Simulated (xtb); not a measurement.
Br$_{4}$Zr, singlet, at a GFN2-xTB geometry (such geometries of metal compounds can be far from the true shape), atoms displaced at random by about 0.1 Å a coordinate.

Input for xtb:
```
$ xtb mol.xyz --gfn 1 --opt --json

# file mol.xyz
5

Zr     0.07261343    -0.15970840     0.13711276
Br     1.95069303    -0.52386584    -1.32651911
Br     0.72209215     0.08642827     2.38287666
Br    -1.08967288     2.12808032    -0.69219289
Br    -1.62779597    -1.94965779    -0.10854663
```

Problem. Predict the total energy at the end of the optimisation from GFN1-xTB in xtb 6.7.1.

Solution. -17.154243 Ha

Problem. What is the computed HOMO-LUMO gap (GFN1-xTB)?

Solution. 2.33 eV
